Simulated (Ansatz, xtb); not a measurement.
## Ranking isomers of AlH4SiSn

6 gas-phase structures of AlH4SiSn, found in a search over its isomers (lower ones may exist). Each was relaxed with GFN2-xTB; where two conformers were screened, the lower at r2SCAN-D4/def2-SVP is listed:

A. a doublet given by its coordinates
B. `[SiH2][AlH][SnH]`, a doublet
C. a doublet given by its coordinates
D. `[SiH3][Al][SnH]`, a doublet
E. `[AlH][Sn][SiH3]`, a doublet
F. `[AlH]1[SiH2][SnH]1`, a doublet

A (Å):

```xyz
7

Al    0.7455   -3.2081    1.2852
Si   -1.2365   -2.0831    2.2824
Sn    0.3718   -0.1713    2.8179
H    -2.6520   -1.8463    2.7167
H     1.3343   -4.4425    2.0435
H     0.7983   -3.3333   -0.2730
H     1.6321   -1.7788    1.7654
```

Close contacts (Å): Al1–Si2 2.49, Si2–Sn3 2.56, Al1–H5 1.56, Al1–H6 1.56, Al1–H7 1.75, Si2–H4 1.50, Sn3–H7 2.30.

C (Å):

```yaml
atoms:
  - { symbol: Al, position_ang: [-0.0480, -2.7692, 3.4495] }
  - { symbol: Si, position_ang: [0.4901, -2.1341, 0.3266] }
  - { symbol: Sn, position_ang: [1.5851, -3.9013, 1.6845] }
  - { symbol: H, position_ang: [-1.2100, -1.7550, 3.1258] }
  - { symbol: H, position_ang: [-0.1298, -2.9579, 5.0096] }
  - { symbol: H, position_ang: [0.8336, -1.8252, -1.0777] }
  - { symbol: H, position_ang: [-0.5847, -1.1408, 0.4933] }
```

Close contacts (Å): Al1–Sn3 2.66, Si2–Sn3 2.48, Al1–H4 1.58, Al1–H5 1.57, Si2–H6 1.48, Si2–H7 1.47.

Question: Make a reasoned guess at their ranking by r2SCAN-D4/def2-SVP single-point energy.

Answer: Calculated order at r2SCAN-D4/def2-SVP: E (0.000), D (0.205), F (0.459), A (0.649), C (0.861), B (1.309) eV.

Energies above the lowest of each column, in eV:

```
structure  GFN2-xTB  HF/STO-3G  r2SCAN-D4/def2-SVP
        E     0.454      0.000               0.000
        D     0.838      0.793               0.205
        F     0.504      1.260               0.459
        A     0.000      1.702               0.649
        C     0.138      0.931               0.861
        B     0.786      1.641               1.309
```

r2SCAN-D4/def2-SVP puts E lowest; GFN2-xTB picks A. Some further structures that were screened fall inside this span and aren't listed. Flexible structures stand in one conformer each, not always the lowest. Frequencies (BLYP-D3(BJ)/def2-SVP) were run for E alone. Open shells are spin-unrestricted, some with notable spin contamination. Atoms past krypton carry core potentials in the def2 sets, without spin–orbit terms.

Over these structures GFN2-xTB departs from r2SCAN-D4/def2-SVP by 0.505 eV on average once a common shift is removed. A GFN2-xTB relaxation took about 0.24 s and the r2SCAN-D4/def2-SVP energy about 5.3 s on a shared host (Ansatz 0.2.0, xtb 6.7.1).
